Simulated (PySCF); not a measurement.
C3H7NSi, SMILES CC1=NC[SiH2]1.

Geometry optimised at B3LYP-D3(BJ)/def2-SVP. The structure was generated by enumeration, and PubChem lists no compound with its InChIKey, so it may never have been made.

Level of theory: HF/def2-TZVP (PySCF).

Gas-phase values at a fixed geometry.

The total energy is -461.08259 hartree, the point group is Cs and the highest occupied level is -10.00 eV. The lowest empty level is 2.67 eV. The orbital gap comes out as 12.67 eV and the dipole moment is 1.98 D. The quadrupole, principal values (traceless, Buckingham form, about the centre of nuclear charge) is -6.56, 0.14, 6.42 D·Å and the mean static polarisability is 63.9 bohr³ (9.47 Å³). The polarisability, principal values comes out as 52.0, 67.8, 72.0 bohr³.
